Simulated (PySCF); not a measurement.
O4Pt, SMILES [O]=[Pt+2](=[O])(=[O])=[O], charge +2, multiplicity 1.

Geometry optimised at B3LYP-D3(BJ)/def2-SVP. The multiplicity is an assumed one; other spin states were not compared. The def2 effective core potentials stand for the cores of Pt; spin–orbit coupling is left out.

Two levels are set side by side: TDA-PBE/def2-SVPD (PySCF) and TDA-ωB97X/def2-SVPD (PySCF). Vertical, same geometry. The lowest singlet is HOMO→LUMO 72 %, HOMO→LUMO+1 24 % with PBE and HOMO→LUMO 72 %, HOMO→LUMO+1 24 % with the other functional; states are paired by order. Differences are taken from unrounded values.

```tsv
quantity	TDA-ωB97X
lowest singlet excitation (eV)	1.66
lowest triplet excitation (TDA) (eV)	0.64
```

Q: What does TDA-PBE give, and how far is it from TDA-ωB97X? (An estimate is asked for; the answer gives what the named calculation found.)

A: 
```json
[
 {"quantity": "lowest singlet excitation (eV)", "TDA-PBE": "2.30", "TDA-PBE minus TDA-ωB97X": "0.63"},
 {"quantity": "lowest triplet excitation (TDA) (eV)", "TDA-PBE": "1.38", "TDA-PBE minus TDA-ωB97X": "0.74"}
]
```

Rough cost on one machine, each run with all the roots and properties that it gave: TDA-ωB97X against TDA-PBE about 3 times.
